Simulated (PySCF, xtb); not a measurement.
CH6ClFSi3, SMILES [SiH2]1[Si@@](F)(Cl)C[SiH2]1.

GFN2-xTB (xtb) at its own geometry gives an orbital gap of 3.65 eV and a dipole moment of 2.46 D.

Geometry optimised at r2SCAN-D4/def2-SVP. The structure was generated by enumeration; whether it is a known compound was not checked.

Task: What does PySCF with CAM-B3LYP/def2-TZVP give? (Estimate from the structure and the level; the computed values follow.)

Result: gap 8.81 eV (levels -8.80 and 0.01 eV), dipole 2.17 D.
